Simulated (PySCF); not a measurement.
Levels of K⁶⁺ from EOM-EA-GCCSD

Reference: closed-shell K⁷⁺, [Ne] 3s2; one electron is added. Calculated with PySCF 2.14, two-component X2C-1e with screened spin-orbit coupling, an uncontracted even-tempered set (19 s from 0.096 bohr⁻², ratio 2.6; 13 p from 0.12 bohr⁻², ratio 2.6; 7 d from 0.13 bohr⁻², ratio 2.8; 4 f from 2.9 bohr⁻², ratio 2.8); frozen 1s2; the 44 highest virtual spinors dropped; of the others 48 kept and the rest restored at second order. No Breit or QED terms. Binding energies in eV.

| level | Koopmans | second order | EOM-CCSD |
| --- | --- | --- | --- |
| 3p1/2 | 116.77 | 118.03 | 117.96 |
| 3p3/2 | 116.36 | 117.61 | 117.55 |
| 3d3/2 | 87.034 | 91.531 | 86.064 |
| 3d5/2 | 87.013 | 91.512 | 86.050 |
| 4s1/2 | 62.657 | 63.483 | 63.536 |

In EOM-CCSD the overlap with the one-orbital guess is low for 3d3/2 (weight 0.81), 3d5/2 (weight 0.82). That can mean mixing with two-particle, one-hole states, where second order and EOM-CCSD lose accuracy, or only a rotation among the degenerate components of the shell; the terms of those configurations are not listed.

For comparison, the ionisation energy of K⁶⁺ is 117.56 ± 0.11 eV (measured; NIST Atomic Spectra Database, ionization energies).

Only part of the computed levels is shown.

The screened spin-orbit operator tends to give fine-structure splittings of light species too large.

The highest levels are limited by the diffuse functions of the basis.
